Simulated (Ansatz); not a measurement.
Al(CF3)(Cl)2 (CAlCl2F3), SMILES F[C](F)(F)[Al]([Cl])[Cl]. Atoms are numbered in the order given.

```xyz
7

Al    -0.0764     0.1429     0.5668
C      0.1491    -0.3317    -1.3731
F     -0.7061     0.3143    -2.1774
F     -0.0190    -1.6455    -1.5942
F      1.3919    -0.0200    -1.7894
Cl    -1.1560     1.8349     1.1100
Cl     0.8207    -1.0663     2.0012
```
Charge 0, spin multiplicity 1.

Geometry: PBE0-D3(BJ)/def2-SVP. The structure was generated by enumeration; whether it is a known compound was not checked.

Two levels are set side by side: PBE-D3(BJ)/def2-SVP (Ansatz, an electronic-structure program) and PBE0-D3(BJ)/def2-SVP (Ansatz). Each level has its own optimised geometry; the coordinates shown are those of the second. Differences are taken from unrounded values.

```tsv
quantity	PBE0-D3(BJ)	PBE-D3(BJ)	PBE-D3(BJ) minus PBE0-D3(BJ)
mean bond length (Å)	1.700	1.715	0.016
bond Al1–C2 (Å)	2.010	2.018	0.008
bond Al1–Cl6 (Å)	2.079	2.095	0.016
bond Al1–Cl7 (Å)	2.079	2.095	0.016
bond C2–F3 (Å)	1.340	1.357	0.017
bond C2–F4 (Å)	1.343	1.360	0.018
bond C2–F5 (Å)	1.347	1.366	0.019
```

Exact exchange shortens and stiffens bonds; PBE has none. Differences between two approximate levels are no errors against the true value.
